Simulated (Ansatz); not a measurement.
The cluster GaP2⁻. The state is a triplet with charge -1. Geometry PBE0-D4/def2-TZVP, that of the neutral doublet; atoms count from 1.

```csv
atom,x (Å),y (Å),z (Å)
Ga1,0.830,-1.040,0.913
P2,0.071,1.267,-0.048
P3,-0.901,-0.226,-0.866
```

The highest occupied level of the charge -1 triplet lies above zero (up to 0.67 eV). By energy differences its removal costs 1.04 eV (vertical, to the charge 0 doublet, at PBE0-D4/def2-TZVPD); a positive level beside a positive removal energy at the same level points to self-interaction error. At PBE0-D4/def2-TZVPD a singlet of charge -1 lies 0.50 eV below the triplet at the same geometry. The structure comes from a short search, and lower isomers may exist.

Estimate the Mulliken populations from the PBE0/def2-TZVPD orbitals of Ansatz.


```
atom  charge (e)  spin (α − β)
 Ga1       -0.14          0.39
  P2       -0.43          0.81
  P3       -0.43          0.81
```
Mulliken values and Mayer orders depend strongly on the basis. With diffuse functions, as here, like atoms can get unlike values, and bond orders can come out too low or too high.

Where does the spin sit?

Summed by element: Ga 0.39, P 1.61, of 2 unpaired in all. Largest on single atoms: P3 0.81, P2 0.81, Ga1 0.39.

And the Mayer bond orders between bonded heavy atoms (over 0.3)?

Ga1–P2 0.84 (2.61 Å); Ga1–P3 0.84 (2.61 Å); P2–P3 1.80 (1.96 Å).
